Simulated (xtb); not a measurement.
Si(F)(Cl)(Br)(OH) (BrClFHOSi), SMILES Cl[Si](Br)(O)F. All values are semi-empirical tight-binding results from xtb (GFN2-xTB unless named), good for trends rather than for accurate numbers. Geometry: GFN2-xTB. One conformer was computed; it need not be the lowest.

Optimised geometry:

Bond lengths (Å): O1–Si2 1.603, O1–H6 0.955, Si2–F3 1.601, Si2–Cl4 1.976, Si2–Br5 2.182. Angles (°): Si2–O1–H6 125.0, O1–Si2–F3 108.4, O1–Si2–Cl4 108.7, O1–Si2–Br5 110.3, F3–Si2–Cl4 111.3, F3–Si2–Br5 103.3, Cl4–Si2–Br5 114.5.
Charge 0, spin multiplicity 1.

```json
{
  "orbital_gap": "7.14 eV",
  "zero_point_energy": "12.0 kcal/mol",
  "G − E(el) at 298.15 K (modified RRHO)": "-8.6 kcal/mol",
  "static polarisability (D4 model)": "75.7 bohr³",
  "solvation energy, GFN2-xTB/ALPB(water)": "-4.8 kcal/mol",
  "solvation energy, GFN2-xTB/ALPB(acetonitrile)": "-6.4 kcal/mol"
}
```

**Question.** Give the atomic charges and the Wiberg bond orders between heavy atoms. (An estimate is asked for; the answer gives what the named calculation found.)

**Answer.** charges (e) O1 -0.44, Si2 0.64, F3 -0.25, Cl4 -0.17, Br5 -0.12, H6 0.33. Bond orders O1–Si2 1.22, Si2–F3 1.07, Si2–Cl4 1.13, Si2–Br5 1.09.
